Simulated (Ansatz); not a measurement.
C4H9, doublet, at a GFN2-xTB geometry; WB97X-V/STO-3G in Ansatz (a first-principles code).

Here is a job for Ansatz.
Ansatz 0.2 input:
```yaml
crystal:
  periodic: [false, false, false]
  atoms:
    - {symbol: C, position_ang: [0.80227852, 1.76477179, -0.15694418]}
    - {symbol: C, position_ang: [0.52141927, 0.40038107, 0.33521225]}
    - {symbol: C, position_ang: [-0.74490807, -0.31053583, 0.05376212]}
    - {symbol: C, position_ang: [-0.53438974, -1.81153526, -0.16655504]}
    - {symbol: H, position_ang: [1.85278878, 1.87333439, -0.43366452]}
    - {symbol: H, position_ang: [-1.48498727, -2.30741758, -0.34953270]}
    - {symbol: H, position_ang: [0.60506598, 2.52119607, 0.61469385]}
    - {symbol: H, position_ang: [0.18232470, 2.00638185, -1.01869520]}
    - {symbol: H, position_ang: [-0.07242301, -2.26159652, 0.70904246]}
    - {symbol: H, position_ang: [0.11552400, -1.97990561, -1.02198077]}
    - {symbol: H, position_ang: [1.21029694, -0.04478302, 1.03354459]}
    - {symbol: H, position_ang: [-1.22945641, 0.12710158, -0.82320378]}
    - {symbol: H, position_ang: [-1.44553349, -0.19280169, 0.89694506]}
basis:
  gaussian:
    orbitals: STO-3G
hamiltonian:
  xc: {name: wB97X-V}
magnetization: {spin_polarized: true, initial_magnetization: 1}
```

Output, abridged:

```
Functional definition: wB97X-V
402 factors; integrals over basis functions are off by at most 4.3e-5 eV
169 factors; integrals over basis functions are off by at most 1.9e-6 eV
mean field evaluation 1: about -4241.1779 eV, gradient 6.6e0 eV
mean field evaluation 2: about -4241.5546 eV, gradient 2.5e0 eV
mean field evaluation 4: about -4241.6029 eV, gradient 1.4e-1 eV
mean field evaluation 8: about -4241.5287 eV, gradient 2.1e-3 eV
mean field -4241.52873929 eV, -155.8733061575 hartree, gradient 4.3e-5 eV, S^2 0.753845; 0 other end points of the search recorded, 0 dependent functions left out
reference -4241.52873806 eV, -155.8733061124 hartree; 17, 16 occupied and 12, 13 virtual orbitals, 402 factors
Total energy: -4241.52873806 eV, -155.8733061124 hartree
```
